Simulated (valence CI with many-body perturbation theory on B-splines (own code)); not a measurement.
# Questions on Yb31+

Level of theory: valence CI with perturbative core correlation (CI+MBPT): three valence electrons over a frozen Dirac-Fock core [Kr], a basis of 7 s, 7 p, 8 d, 6 f, 4 g, 1 h functions for each j, with the one-electron correlation potential Σ1, the two-electron term Σ2, the three-electron term Σ3, Breit, model QED; selected CI, second order for the rest, scaled by the run's own slope (own B-spline code, finite nucleus).

The last digits are not significant, and no measured levels were compared; by estimate large intervals hold to a few tenths of a per cent, small ones and those within an open d or f shell to about a per cent. Only levels of the ground parity were solved; by the run's estimate the other parity begins above the list, which can be wrong where configurations are misplaced.

Levels are named by their leading jj configuration (3d3/2^4 stands for four electrons in 3d with j = 3/2), which in mixed levels can hold well under half, so a name can repeat and another be missing.

Rates and lifetimes use the calculated energies. Strong lines usually hold to 10 to 20 %, long lifetimes can be off by a factor of two.

What is the ground level?

(4d3/2^3) J=3/2, composition 54 % 4d³ ⁴F + 33 % 4d³ ²D + 8 % 4d³ ²P, g = 0.660.

How well does LS coupling describe the low levels?

Among the lowest 19 levels the leading LS term, summed over configurations, holds 59 % on average. For single configurations the figures are 59 % in LS and 93 % in jj coupling. Terms mix most in the J = 3/2 level at 103390 cm⁻¹, where the leading one holds 40 %.

Name the longest-lived excited levels whose lifetime is computed, and their main decay.

(4d3/2^2 4d5/2) J=9/2 at 115430 cm⁻¹ lives 1.81 s, mostly by M1 to (4d3/2^2 4d5/2) J=7/2.

What is the ionisation energy?

1225.1 eV; NIST lists 1224 ± 4 eV (theoretical).
